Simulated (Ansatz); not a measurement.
Mulliken charges of C$_{3}$H$_{5}$FSi (`F[SiH]1C=CC1`) from B3LYP/def2-TZVPP in Ansatz (PBE0-D4/def2-TZVP geometry).

```tsv
atom	x (Å)	y (Å)	z (Å)	charge (e)
F1	-2.358	0.100	0.801	-0.332
Si2	-0.774	0.327	0.789	0.641
C3	0.346	-1.116	0.604	-0.273
C4	0.851	-0.551	-0.509	-0.039
C5	0.046	0.686	-0.864	-0.287
H6	-0.497	1.263	1.908	-0.107
H7	0.700	-2.014	1.091	0.104
H8	1.717	-0.893	-1.076	0.107
H9	0.633	1.598	-0.993	0.089
H10	-0.582	0.548	-1.747	0.096
```

Problem. By hand: the dipole of these point charges (1 e Å = 4.8032 D).

Solution. Σ q r = (0.456, 0.060, -0.119) e Å, of length 0.475 e Å = 2.28 D.

Problem. How does the dipole of the full density compare? (Estimate.)

Solution. The calculation gave: (0.360, 0.001, -0.128) e Å, 1.84 D; the point charges give 1.24 times that, at 9° from its direction.

Point charges leave out the atoms' own dipoles, such as those of lone pairs, and Mulliken's split depends on the basis, so the two needn't agree.

B3LYP here is the variant with VWN-RPA as its local correlation; programs differ in this.
